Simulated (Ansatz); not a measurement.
Energy difference R1 → P1 + P2, each structure at its B3LYP-D3(BJ)/def2-TZVP stationary point, reached from a drawn start (curvature not checked).
R1, CuF2 (SMILES [F][Cu][F]) (charge 0, multiplicity 2):
```xyz
3

Cu     0.00004     0.00001    -0.00032
F      1.73352    -0.00363     0.00811
F     -1.73346     0.00362    -0.00779
```
P1: CuF (SMILES [F][Cu]), charge 0, multiplicity 1.
P2: F atom, charge 0, multiplicity 2.

P less R. No zero-point or thermal terms; singlets are restricted closed shells; open shells are unrestricted; no spin–orbit coupling. The spin states of the d-block species are the ones drawn and need not be the lowest.

Correlated levels freeze the cores.

Codes used: Ansatz (a program for electronic structure) with Gaussian orbitals. Each number belongs to the level named beside it.

### Question
One of these levels gives 2.995 eV for the reaction energy. Which?
A) SVWN5/def2-TZVPP
B) SCS-MP2/def2-SVP
C) BHLYP/def2-TZVPP

### Answer
B, SCS-MP2/def2-SVP. The others give 4.507 (SVWN5/def2-TZVPP), 3.717 (BHLYP/def2-TZVPP)
